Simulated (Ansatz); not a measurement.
`B[SiH](O)C=O` + `CF` → `O=C[SiH](O)CF` + BH₃  (formal exchange of groups at the Si–B bond)

Program: Ansatz. Geometries: PBE0-D4/def2-TZVP. ΔE: electronic, gas phase. CCSD(T)/CBS is the MP2 limit (def2-TZVPP, def2-QZVPP) plus CCSD(T) − MP2 in def2-TZVPP, frozen cores. This one scheme is used for every species. DFT in def2-TZVPP. B3LYP here is the variant with VWN-RPA as its local correlation; programs differ in this. One conformer a species, not always the lowest.

| level | ΔE (kJ/mol) | difference from CCSD(T)/CBS |
| --- | --- | --- |
| PBE-D4 | 13.3 | 14.2 |
| r2SCAN-D4 | 6.6 | 7.5 |
| B3LYP-D4 | 0.8 | 1.7 |
| PBE | 14.9 | 15.8 |
| PBE0 | 8.9 | 9.8 |
| B3LYP | 3.3 | 4.2 |
| HF/def2-TZVPP | -4.7 | -3.8 |
| CCSD(T)/def2-TZVPP | -1.0 | -0.1 |
| HF/def2-QZVPP | -4.5 | -3.6 |
| MP2/def2-QZVPP | -6.3 | -5.4 |
| CCSD(T)/CBS | -0.9 | 0 |

Largest T1 diagnostic among the species: 0.016.

From PBE to PBE0 (25 % exact exchange), in def2-TZVPP and without D4, ΔE moves by −6.0 kJ/mol.
